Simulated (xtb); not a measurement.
RbI, SMILES [I][Rb]. All values are semi-empirical tight-binding results from xtb (GFN2-xTB unless named), good for trends rather than for accurate numbers. The structure is a stationary point at GFN2-xTB.

Optimised geometry:

```xyz
2

Rb     0.0000     0.0000    -1.9145
I      0.0000     0.0000     1.3366
```
Charge 0, spin multiplicity 1.

For metal compounds this method's bond lengths and energies can be far off.

| Item | Value |
|---|---|
| point group as xtb finds it | C∞v |
| orbital gap | 2.25 eV |

Task: Give the atomic charges and the Wiberg bond orders between heavy atoms. (The exact figures need the calculation; the answer reports its results.)

Result: charges (e) Rb1 0.48, I2 -0.48. Bond orders Rb1–I2 0.92.
